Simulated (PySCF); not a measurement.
SMILES CC(=O)[SiH2][SiH2]O[SiH3] (GFN2-xTB optimised geometry):

```
17

C      3.759     1.688     0.000
C      2.258     1.688     0.000
O      1.610     2.715     0.000
Si     1.315     0.009     0.005
Si    -0.906     0.604    -0.094
O     -1.683    -0.826    -0.164
Si    -2.874    -1.916    -0.229
H      4.160     2.700    -0.003
H      4.108     1.146    -0.876
H      4.108     1.153     0.880
H      1.811    -0.700     1.202
H      1.906    -0.771    -1.100
H     -1.318     1.346    -1.290
H     -1.434     1.295     1.089
H     -2.731    -2.715     0.986
H     -2.626    -2.685    -1.446
H     -4.160    -1.222    -0.276
```

Calculation: PBE/def2-SVP run with PySCF.

Question: What are the frontier orbital energies and the dipole moment?

Answer: HOMO-2 -6.92 eV, HOMO-1 -6.74 eV, HOMO -5.24 eV, LUMO -2.11 eV, LUMO+1 -1.28 eV; dipole moment 1.77 D.

Meta-Löwdin charges at PBE/def2-SVP: C1 -0.35, C2 0.18, O3 -0.36, Si4 0.24, Si5 0.62, O6 -0.78, Si7 0.72, H8 0.12, H9 0.13, H10 0.13, H11 -0.06, H12 -0.06, H13 -0.09, H14 -0.09, H15 -0.11, H16 -0.11, H17 -0.11.
